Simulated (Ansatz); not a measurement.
# Setting up doublet BCl2F+ in Ansatz

BCl2F+: 4 atoms, total charge +1, spin state doublet. As SMILES of the parent species, `FB(Cl)Cl`. Geometry: relaxed at PBE0-D4/def2-TZVP. That shape belongs to the parent species and isn't relaxed for this state.

```xyz
4

F     0.1144   -1.1653   -0.7812
B     0.0079   -0.0806   -0.0540
Cl   -1.5495    0.3738    0.5714
Cl    1.4273    0.8721    0.2638
```

Settings wanted:

```yaml
basis_set: STO-3G
task: energy
method: DFT
functional: SVWN5
dispersion: none
reference: UKS
accuracy: high
```

Task: Give an Ansatz 0.2.0 job that does this.

Result: One that was run (others would do as well):

input.yaml:
```yaml
crystal:
  periodic: [false, false, false]
  atoms:
    - {symbol: F, position_ang: [0.114370, -1.165320, -0.781190]}
    - {symbol: B, position_ang: [0.007910, -0.080610, -0.054040]}
    - {symbol: Cl, position_ang: [-1.549540, 0.373780, 0.571420]}
    - {symbol: Cl, position_ang: [1.427260, 0.872140, 0.263810]}
basis:
  gaussian:
    orbitals: STO-3G
total_charge: 1
magnetization:
  spin_polarized: true
  initial_magnetization: 1
hamiltonian:
  xc: {name: SVWN5}
accuracy: high
```

```bash
$ ansatz run input.yaml --threads 1 --pin off --max-ram 3480MiB --events-out events.jsonl --progress --plain --runs-dir runs
```

Calculated total energy: -1029.11953 Eh.
